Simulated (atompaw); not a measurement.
## Before and after: PAW (atompaw) potential for oxygen (O)

```
Element                 : O
Generator               : atompaw 4.2.0.5
Type                    : PAW
Functional              : LDA (PW92)
Relativity              : scalar-relativistic
Frozen core             : [He]
Valence charge          : 6
Reference configuration : 2s2 2p3 (charge +1)
Partial waves           : 2s (bound); 2s channel at -0.2 Ry; 2p (bound); 2p channel at -1.3 Ry
Local potential         : bessel scheme, radius 1.40 bohr
Core correction         : smooth core density matched at 0.80 bohr
Augmentation charge     : gaussian compensation charge, radius 1.50 bohr; PAW radius 1.55 bohr; waves and projectors: bloechl
```

All-electron outer shells of the reference configuration (LDA (PW92), scalar-relativistic, ld1.x):

```csv
shell,level (eV),outermost node (bohr),outermost maximum (bohr)
2s,-39.40,0.28,0.86
2p,-24.59,–,0.78
```

Change: wave 2p channel at -1.3 Ry becomes 2p channel at -0.47 Ry.

Cutoffs: the cutoffs (Ry, on a coarse ladder) from which the occupation-weighted sum of valence levels, in a spherical-Bessel basis at the reference potential, stays within 10 and 1 mRy of its value at 400 Ry; they do not see the model core or the augmentation charge, which bear on the density cutoff.

**Question.** What does the change do?

**Answer.** The potential gets harder (35 Ry and 45 Ry → 45 Ry and 60 Ry); the range in which the p phases agree widens (upper end 1.6 → 4.8); neither file shows a bound ghost.

| quantity | base | changed |
| --- | --- | --- |
| cutoff, loose | 35 Ry | 45 Ry |
| cutoff, tight | 45 Ry | 60 Ry |
| loose cutoff by channel (10 mRy a level) | s 18 Ry, p 30 Ry | s 18 Ry, p 35 Ry |
| bound ghosts | none | none |
| s: phases at 1.55 bohr within 0.05 rad from the reference energy up to (Ry; the scan ends near 5) | to the end of the scan | to the end of the scan |
| p: phases at 1.55 bohr within 0.05 rad from the reference energy up to (Ry; the scan ends near 5) | 1.6 | 4.8 |
| lowest overlap eigenvalue by channel | s 0.59, p 0.01 | s 0.59, p 1.00 |

 The cutoffs see the waves, projectors and local potential, not the compensation charge or the core.
